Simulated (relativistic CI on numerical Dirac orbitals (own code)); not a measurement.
**One change at a time: Pd⁴²⁺**

Base calculation: Dirac-Coulomb-Breit CI, orbitals from a KLI potential per configuration, model QED, unscaled Slater integrals.

CI space (outside the closed core 1s2): 2s2, 2s.2p, 2p2, 2p.3s, 2p.3p, 2s.3s, 2s.3p, 2s.3d, 2s.4s, 2s.4p, 2s.4d, 2s.4f, 3s2, 3s.3p, 3p2. Levels of other configurations are missing.

Variants: (1) QED terms removed. Shifts of the energy above 2s2 1S_0, in eV, for the lowest level and the first level of each name with at least 55 % of one term (blank where a level changes its place among those of its configuration and J or its character, or is not in the variant):

| Level | Base | Δ(1) |
| --- | --- | --- |
| 2s2 1S_0 | 0.00 | 0.00 |
| 2s.2p 3P°_0 | 84.45 | +3.47 |
| 2s.2p 3P°_1 | 102.29 | +3.47 |
| 2p2 3P_0 | 244.52 | +7.00 |
| 2s.2p 3P°_2 | 266.32 | +3.12 |
| 2s.2p 1P°_1 | 322.26 | +3.15 |
| 2p2 3P_1 | 403.28 | +6.79 |
| 2p2 1D_2 | 417.02 | +6.79 |
| 2p2 3P_2 | 593.38 | +6.45 |
| 2p2 1S_0 | 635.93 | +6.40 |
| 2s.3s 3S_1 | 3811.48 | +2.41 |
| 2s.3s 1S_0 | 3828.89 | +2.46 |
| 2s.3p 3P°_0 | 3853.15 | +3.46 |
| 2s.3p 3P°_1 | 3853.96 | +3.47 |
| 2s.3p 3P°_2 | 3906.48 | +3.35 |
| 2p.3s 3P°_0 | 3919.29 | +6.08 |
| 2s.3d 3D_1 | 3923.77 | +3.87 |
| 2s.3d 3D_2 | 3929.60 | +3.47 |
| 2s.3d 3D_3 | 3942.27 | +3.42 |
| 2p.3p 3D_1 | 3948.33 | +6.73 |
| 2s.3d 1D_2 | 3954.24 | +3.49 |
| 2p.3p 3P_0 | 3972.15 | +7.09 |

At this charge energies of transitions that change n are usually good to better than 1 %, and those within a shell (Δn = 0) to a few per cent.

Ionisation energy from the two ground configurations alone: base 6751.74 eV; QED terms removed 6755.35 eV. The NIST ASD value (semi-empirical) is 6759 eV.

LS names give the leading component of a level, which can be under half, so a name can repeat, a term be missing and a line seem to break the LS rules.
